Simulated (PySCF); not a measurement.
PySCF input (BP86/def2-SVP):

```python
from pyscf import gto, dft

mol = gto.M(
    atom='''
    Y     0.13609700   -0.11790200    0.26725300
    O     1.26596900   -0.15246200   -1.16535900
    F    -1.71505700    0.64643200   -0.12222400
    ''',
    basis='def2-svp',
    ecp='def2-svp',
    charge=0,
    spin=0,
    verbose=4,
)

mf = dft.RKS(mol, xc='bp86')
mf.grids.level = 3
mf.conv_tol = 1e-9
mf.max_cycle = 100
mf.max_memory = 1500
mf.kernel()
if not mf.converged:
    mf = mf.newton()
    mf.kernel(mf.make_rdm1())
mf.dip_moment()
```

From the output:

```
  HOMO = -0.678165786794335  LUMO = -0.509311029243764  gap/eV = 4.59477
cycle= 1 E= -213.111748365788  delta_E= -5.18  |g|= 1.04  |ddm|= 4.64
  HOMO = -0.0202618868886286  LUMO = 0.00580521975650758  gap/eV = 0.70932
cycle= 2 E= -211.015716439406  delta_E=  2.1  |g|=  2.7  |ddm|= 3.85
  HOMO = -0.253088023464652  LUMO = -0.0730421953063392  gap/eV = 4.89930
cycle= 3 E= -213.019260850299  delta_E=   -2  |g|= 1.23  |ddm|= 3.13
  HOMO = -0.253953144941043  LUMO = -0.107756229355022  gap/eV = 3.97822
cycle= 4 E= -213.375951181894  delta_E= -0.357  |g|= 0.287  |ddm|= 0.858
  HOMO = -0.194791786528149  LUMO = -0.106183278535372  gap/eV = 2.41116
cycle= 5 E= -213.398983185661  delta_E= -0.023  |g|= 0.0755  |ddm|= 0.373
  HOMO = -0.191335620842738  LUMO = -0.100889829312322  gap/eV = 2.46116
cycle= 6 E= -213.400137496333  delta_E= -0.00115  |g|= 0.0531  |ddm|= 0.114
  HOMO = -0.192505113980847  LUMO = -0.102371762626476  gap/eV = 2.45265
cycle= 7 E= -213.400633632773  delta_E= -0.000496  |g|= 0.0163  |ddm|= 0.0468
  HOMO = -0.193500388385972  LUMO = -0.103269738096554  gap/eV = 2.45530
cycle= 8 E= -213.40068220608  delta_E= -4.86e-05  |g|= 0.00248  |ddm|= 0.0117
  HOMO = -0.193653186722965  LUMO = -0.10350039780489  gap/eV = 2.45318
cycle= 9 E= -213.400683533707  delta_E= -1.33e-06  |g|= 0.000485  |ddm|= 0.00199
  HOMO = -0.193652679108523  LUMO = -0.103530988087375  gap/eV = 2.45234
cycle= 10 E= -213.400683580714  delta_E= -4.7e-08  |g|= 0.000181  |ddm|= 0.000359
  HOMO = -0.193647537672357  LUMO = -0.103532205911193  gap/eV = 2.45216
cycle= 11 E= -213.400683587059  delta_E= -6.34e-09  |g|= 8.29e-05  |ddm|= 0.000111
  HOMO = -0.193642762401298  LUMO = -0.103532485364919  gap/eV = 2.45203
cycle= 12 E= -213.400683588545  delta_E= -1.49e-09  |g|= 2.15e-05  |ddm|= 4.7e-05
  HOMO = -0.193640427963069  LUMO = -0.103531906326179  gap/eV = 2.45198
cycle= 13 E= -213.400683588652  delta_E= -1.08e-10  |g|= 5.48e-07  |ddm|= 1.67e-05
  HOMO = -0.193640531289465  LUMO = -0.103531939000685  gap/eV = 2.45198
Extra cycle  E= -213.400683588653  delta_E= -2.27e-13  |g|= 1.34e-06  |ddm|= 1.57e-06
converged SCF energy = -213.400683588653
Dipole moment(X, Y, Z, Debye):  0.64373, -1.96254,  6.69648
```

The geometry given is a B3LYP-D3(BJ)/def2-TZVP minimum.
